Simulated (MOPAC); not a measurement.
MOPAC input (AM1):

```
AM1 1SCF CHARGE=-1 GEO-OK AUX(PRECISION=9) THREADS=1
H7N2Si2

N    -1.08571000 1    2.09126400 1    0.52831800 1
Si   -0.79973800 1    0.36362500 1    0.86162100 1
N     0.46956600 1   -0.37993500 1    0.14298000 1
Si    1.12208500 1   -1.24153200 1   -1.08865000 1
H    -1.27682200 1    2.25898300 1   -0.45447400 1
H    -0.27614400 1    2.65789200 1    0.76084400 1
H    -0.69762300 1    0.37843300 1    2.36305900 1
H    -2.16103300 1   -0.21364000 1    0.55573100 1
H     1.84751500 1   -0.43874000 1   -2.14913500 1
H     2.17920200 1   -2.23853900 1   -0.67339800 1
H     0.18505000 1   -2.09300100 1   -1.92330500 1
```

Output:

```
 *******************************************************************************
 **                                                                           **
 **                              MOPAC v23.2.5                                **
 **                                                                           **
 *******************************************************************************
 ** MOPAC's Digital Object Identifier: https://doi.org/10.5281/zenodo.6511958 **
 **                                                                           **
 ** Please cite the open-source release paper for use of this MOPAC version:  **
 ** J. E. Moussa and J. J. P. Stewart (2026)                                  **
 ** MOPAC: An open-source semiempirical molecular orbital program             **
 ** J. Open Source Softw., 11(119), 8025, https://doi.org/10.21105/joss.08025 **
 *******************************************************************************

                              AM1 CALCULATION RESULTS

 *******************************************************************************
 *  AM1        - The AM1 Hamiltonian to be used
 *  GEO-OK     - OVERRIDE INTERATOMIC DISTANCE AND OTHER SAFETY CHECKS
 *
 *
 *
 *                 CHARGE ON SYSTEM = -1
 *
 *
 *
 *  1SCF       - DO 1 SCF AND THEN STOP
 *  AUX        - OUTPUT AUXILIARY INFORMATION
 *******************************************************************************
AM1 1SCF CHARGE=-1 GEO-OK AUX(PRECISION=9) THREADS=1
 H7N2Si2

   ATOM   CHEMICAL          X               Y               Z
  NUMBER   SYMBOL      (ANGSTROMS)     (ANGSTROMS)     (ANGSTROMS)

     1       N         -1.08571000  *   2.09126400  *   0.52831800  *
     2      Si         -0.79973800  *   0.36362500  *   0.86162100  *
     3       N          0.46956600  *  -0.37993500  *   0.14298000  *
     4      Si          1.12208500  *  -1.24153200  *  -1.08865000  *
     5       H         -1.27682200  *   2.25898300  *  -0.45447400  *
     6       H         -0.27614400  *   2.65789200  *   0.76084400  *
     7       H         -0.69762300  *   0.37843300  *   2.36305900  *
     8       H         -2.16103300  *  -0.21364000  *   0.55573100  *
     9       H          1.84751500  *  -0.43874000  *  -2.14913500  *
    10       H          2.17920200  *  -2.23853900  *  -0.67339800  *
    11       H          0.18505000  *  -2.09300100  *  -1.92330500  *

          CARTESIAN COORDINATES

    NO.       ATOM           X           Y           Z

     1         N         -1.0857      2.0913      0.5283
     2        Si         -0.7997      0.3636      0.8616
     3         N          0.4696     -0.3799      0.1430
     4        Si          1.1221     -1.2415     -1.0886
     5         H         -1.2768      2.2590     -0.4545
     6         H         -0.2761      2.6579      0.7608
     7         H         -0.6976      0.3784      2.3631
     8         H         -2.1610     -0.2136      0.5557
     9         H          1.8475     -0.4387     -2.1491
    10         H          2.1792     -2.2385     -0.6734
    11         H          0.1850     -2.0930     -1.9233

  H: (AM1): M.J.S. DEWAR ET AL, J. AM. CHEM. SOC. 107 3902-3909 (1985)
  N: (AM1): M.J.S. DEWAR ET AL, J. AM. CHEM. SOC. 107 3902-3909 (1985)
 Si: (AM1): M.J.S.DEWAR, C. JIE, ORGANOMETALLICS, 6, 1486-1490 (1987).

           Empirical Formula: H7 N2 Si2  =    11 atoms

      MOLECULAR POINT GROUP   :   C1

      RHF CALCULATION, NO. OF DOUBLY OCCUPIED LEVELS = 13

 -------------------------------------------------------------------------------
 AM1 1SCF CHARGE=-1 GEO-OK AUX(PRECISION=9) THREADS=1
 H7N2Si2

     1SCF WAS SPECIFIED, SO BFGS WAS NOT USED
     SCF FIELD WAS ACHIEVED

                              AM1 CALCULATION
                                                       MOPAC v23.2.5 Linux

          FINAL HEAT OF FORMATION =        -46.13206 KCAL/MOL =    -193.01654 KJ/MOL

          COSMO AREA              =        141.16 SQUARE ANGSTROMS
          COSMO VOLUME            =        133.82 CUBIC ANGSTROMS

          IONIZATION POTENTIAL    =          3.471879 EV
          HOMO LUMO ENERGIES (EV) =         -3.472  6.329
          NO. OF FILLED LEVELS    =         13
          MOLECULAR WEIGHT        =         91.2397         POINT GROUP:  C1

          MOLECULAR DIMENSIONS (Angstroms)

            Atom       Atom       Distance
            H    10    H     5     5.67624
            H     7    H     9     4.67794
            H     6    H    11     3.21270

          SCF CALCULATIONS        =          1

   ATOM   CHEMICAL          X               Y               Z
  NUMBER   SYMBOL      (ANGSTROMS)     (ANGSTROMS)     (ANGSTROMS)

     1       N         -1.08571000  *   2.09126400  *   0.52831800  *
     2      Si         -0.79973800  *   0.36362500  *   0.86162100  *
     3       N          0.46956600  *  -0.37993500  *   0.14298000  *
     4      Si          1.12208500  *  -1.24153200  *  -1.08865000  *
     5       H         -1.27682200  *   2.25898300  *  -0.45447400  *
     6       H         -0.27614400  *   2.65789200  *   0.76084400  *
     7       H         -0.69762300  *   0.37843300  *   2.36305900  *
     8       H         -2.16103300  *  -0.21364000  *   0.55573100  *
     9       H          1.84751500  *  -0.43874000  *  -2.14913500  *
    10       H          2.17920200  *  -2.23853900  *  -0.67339800  *
    11       H          0.18505000  *  -2.09300100  *  -1.92330500  *

                             CARTESIAN COORDINATES

   1    N       -1.085710000     2.091264000     0.528318000
   2   Si       -0.799738000     0.363625000     0.861621000
   3    N        0.469566000    -0.379935000     0.142980000
   4   Si        1.122085000    -1.241532000    -1.088650000
   5    H       -1.276822000     2.258983000    -0.454474000
   6    H       -0.276144000     2.657892000     0.760844000
   7    H       -0.697623000     0.378433000     2.363059000
   8    H       -2.161033000    -0.213640000     0.555731000
   9    H        1.847515000    -0.438740000    -2.149135000
  10    H        2.179202000    -2.238539000    -0.673398000
  11    H        0.185050000    -2.093001000    -1.923305000

           Empirical Formula: H7 N2 Si2  =    11 atoms

      MOLECULAR POINT GROUP   :   C1

                  EIGENVALUES
 -27.29341 -23.80182 -11.79286 -11.60309 -10.55353  -8.80995  -8.19212  -7.93205
  -7.14834  -6.59783  -5.76806  -3.58584  -3.47188   6.32929   6.38068   6.83010
   7.03969   7.28620   7.48059   8.04312   9.51164   9.76030  10.30298

              NET ATOMIC CHARGES AND DIPOLE CONTRIBUTIONS

  ATOM NO.   TYPE          CHARGE      No. of ELECS.   s-Pop       p-Pop
    1          N          -0.652987        5.6530     1.62517     4.02781
    2         Si           1.239647        2.7604     0.76666     1.99369
    3          N          -1.183925        6.1839     1.63206     4.55186
    4         Si           1.113143        2.8869     0.78388     2.10298
    5          H           0.107288        0.8927     0.89271
    6          H           0.109398        0.8906     0.89060
    7          H          -0.335462        1.3355     1.33546
    8          H          -0.362787        1.3628     1.36279
    9          H          -0.347790        1.3478     1.34779
   10          H          -0.330281        1.3303     1.33028
   11          H          -0.356244        1.3562     1.35624
 DIPOLE           X         Y         Z       TOTAL
 POINT-CHG.    -0.789     1.298     0.257     1.540
 HYBRID         0.649     0.320    -0.794     1.075
 SUM           -0.140     1.618    -0.537     1.710

          ATOMIC ORBITAL ELECTRON POPULATIONS

     Atom    s        px        py        pz
    1  N   1.62517   1.45282   1.34509   1.22991
    2 Si   0.76666   0.65059   0.62140   0.72170
    3  N   1.63206   1.49894   1.56678   1.48615
    4 Si   0.78388   0.72831   0.70688   0.66778
    5  H   0.89271
    6  H   0.89060
    7  H   1.33546
    8  H   1.36279
    9  H   1.34779
   10  H   1.33028
   11  H   1.35624

 **********************
 *                    *
 * JOB ENDED NORMALLY *
 *                    *
 **********************

 == MOPAC DONE ==
```

The dipole moment of an ion depends on the origin.

The geometry given is a B3LYP-D3(BJ)/def2-TZVP minimum.
